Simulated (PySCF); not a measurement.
## Ionisation energy of Nb by level of theory

Nb [Kr] 4d4 5s1 (6D) → Nb⁺ [Kr] 4d4 (5D), as a difference of total energies. Computed with PySCF 2.14 in aug-cc-pVTZ-DK, with the spin-free X2C one-electron Hamiltonian (Gaussian nucleus). Correlated levels: valence: [Kr] frozen. The calculations carry no spin-orbit coupling.

| method | ionisation energy (eV) | error (eV) |
| --- | --- | --- |
| UHF | 5.991 | -0.785 |
| MP2 (valence) | 6.463 | -0.313 |
| SCS-MP2 (valence) | 6.148 | -0.628 |
| CCSD (valence) | 6.532 | -0.244 |
| CCSD(T) (valence) | 6.565 | -0.211 |

Reference: 6.776 eV (measured; NIST levels, between the centres of gravity of the two terms).

Errors of the correlated levels include the incompleteness of this basis and the frozen core.
